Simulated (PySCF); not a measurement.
# Correlation energy of Si (silicon, neutral)

[Ne] 3s1 3p3, high-spin 5S determinant (an excited configuration). Calculation: PySCF 2.14, in aug-cc-pV(T+d)Z; no relativity, point nucleus. Frozen: [Ne]; 4 electrons correlated.

| level | correlation energy (mhartree) |
| --- | --- |
| CCSD | -30.19 |
| (T) | -0.56 |
| CCSD(T) | -30.75 |

Diagnostics: T1 = 0.0022, D1 = 0.0057, largest double amplitude 0.043.

Problem. Is a single reference adequate?

Solution. Yes: T1 lies below 0.03 and no double amplitude reaches 0.07.
